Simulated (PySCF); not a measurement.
Run record: EPR job, `BOB(F)[C@H]1C[C]1F` [radical].

Computed with UKS B3LYP, pcH-1 on B C F H O, non-relativistic, mean-field spin-orbit, GIAO (PySCF 2.14.0). Geometry: GFN2-xTB. The command runs a driver script over a list of jobs; the input below is this job's line of settings and its coordinates in Å.

Command:
```bash
OMP_NUM_THREADS=1 python probes_run.py task.json out
```

Input:
```
{"job": {"kind": "epr", "basis": "pcH-1"}, "charge": 0, "multiplicity": 2}
B      2.384460     0.247704     0.019030
O      1.337333    -0.098619    -0.677219
B      0.272910    -0.426348    -1.350891
F      0.438880    -0.969320    -2.570650
C     -1.200021    -0.232998    -0.813691
C     -1.510829    -0.318797     0.706445
C     -1.557560     0.949034    -0.008639
F     -0.735066     1.985617     0.233765
H      2.828092     1.329835    -0.108800
H      2.852674    -0.531272     0.769296
H     -1.983274    -0.625854    -1.451714
H     -2.437950    -0.798612     0.980818
H     -0.694038    -0.509881     1.393274
```

Question: What does the run print?

Answer: 
```
UKS, coarse grid
  cycle   1  E = -441.87142877  |g| = 6.40e-01
  cycle   2  E = -441.67237909  |g| = 1.02e+00
  cycle   3  E = -442.00173464  |g| = 9.17e-02
  cycle   4  E = -442.00439372  |g| = 5.17e-02
  cycle   5  E = -442.00530350  |g| = 1.09e-02
  cycle   6  E = -442.00534618  |g| = 4.72e-03
  cycle   7  E = -442.00535713  |g| = 1.29e-03
  cycle   8  E = -442.00535749  |g| = 8.37e-04
UKS, final grid
  cycle   1  E = -442.00542634  |g| = 1.27e-03
  cycle   2  E = -442.00542546  |g| = 2.09e-03
  cycle   3  E = -442.00542693  |g| = 1.15e-04
  cycle   4  E = -442.00542694  |g| = 3.86e-05
  cycle   5  E = -442.00542694  |g| = 2.08e-05
E = -442.00542694 Eh   <S^2> = 0.7525 (exact 0.7500)
g shifts (ppm)      1          2          3
  rmc          -202       -202       -202
  gc             23        -30        -14
  oz_so        -156       2436       2898
  total        -334       2204       2682
hyperfine (MHz)  atom isotope    a_iso     a_fc   dipolar eigenvalues
    0   11B      -0.39      -0.39     -0.40     -0.22      0.62
    1   17O      -3.02      -3.02     -2.20      0.92      1.29
    2   11B      12.10      12.10     -2.27     -0.98      3.26
    3   19F       1.54       1.54     -5.83     -4.07      9.90
    4   13C      -1.22      -1.22     -7.98     -4.37     12.35
    5   13C       8.03       8.03     -6.75     -3.61     10.37
    6   13C     497.04     497.04    -69.83    -64.10    133.93
    7   19F     229.31     229.31   -237.94   -208.92    446.86
    8    1H       2.07       2.07     -0.84     -0.72      1.56
    9    1H       0.64       0.64     -0.67     -0.65      1.32
   10    1H      57.88      57.88     -7.00     -4.66     11.65
   11    1H      45.06      45.06     -6.59     -4.64     11.23
   12    1H      20.08      20.08     -5.71     -1.83      7.54
```

rmc, gc and oz_so are the mass-correction, gauge-correction and orbital-Zeeman/spin–orbit parts of the g shift along its three principal axes; a_iso is the isotropic hyperfine coupling and a_fc its Fermi-contact part. Atoms in this output count from 0.

Question: Get g_iso from the total shifts.

Answer: Their mean is 1517 ppm; added to g_e = 2.002319 it gives 2.00384.

Question: How far is ⟨S²⟩ from the pure-spin value?

Answer: S = 0.5 gives S(S+1) = 0.75; the run has 0.7525, 0.0025 more.

Summary of the converged run: ⟨S²⟩ 0.752; g_iso 2.0038.

One conformer (not necessarily the lowest) at the GFN2-xTB geometry, without solvent, vibrations or thermal averaging.

Question: Estimate the wall time. Hardware: one thread of an Arm Neoverse V2, shared host. And the peak memory of the process?

Answer: About 44 s (density and orbital grids were written too), with 0.93 GiB resident at the peak, the Python interpreter and its libraries included.
Labels such as C1 count atoms from 1, the log's own numbers from 0.
